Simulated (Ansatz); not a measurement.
Consider the substitution at a C–O bond: `C[O][Al]([F])[SH]` + `[OH][GeH2][SeH]` → `C[O][GeH2][SeH]` + `[OH][Al]([F])[SH]`.

Program: Ansatz. Geometries: PBE0-D4/def2-TZVP. ΔE: electronic, gas phase. CBS: MP2 limit from def2 TZ/QZ plus the TZ coupled-cluster correction, frozen cores. This one scheme is used for every species. Functionals use def2-TZVPP. B3LYP here is the variant with VWN-RPA as its local correlation; programs differ in this. For Ge, Se outer-core shells are correlated without core-valence functions, which leaves a few kJ/mol of doubt a bond. Scalar relativity is left out up to krypton. One conformer a species, not always the lowest.

| level | ΔE (kJ/mol) | difference from CCSD(T)/CBS |
| --- | --- | --- |
| PBE0-D4 | -4.0 | 2.8 |
| PBE | -3.0 | 3.8 |
| r2SCAN | -4.2 | 2.6 |
| B3LYP | -0.2 | 6.6 |
| SCS-MP2/def2-TZVPP | -5.0 | 1.8 |
| CCSD/def2-TZVPP | -4.6 | 2.2 |
| HF/def2-QZVPP | 2.7 | 9.5 |
| MP2/def2-QZVPP | -7.5 | -0.7 |
| MP2/CBS(def2) | -7.9 | -1.1 |
| CCSD/CBS(def2) | -5.3 | 1.5 |
| CCSD(T)/CBS | -6.8 | 0 |

Largest T1 diagnostic among the species: 0.012.

The D4 term adds −3.3 kJ/mol with B3LYP and −1.8 kJ/mol with PBE0; it sums over pairs of atoms, weighted by their polarisabilities, and B3LYP, whose exchange is more repulsive, gets the larger term. In def2-TZVPP, CCSD(T) changes the Hartree–Fock value by −8.6 kJ/mol (the triples alone add −1.5 kJ/mol) and MP2 by −9.7 kJ/mol.
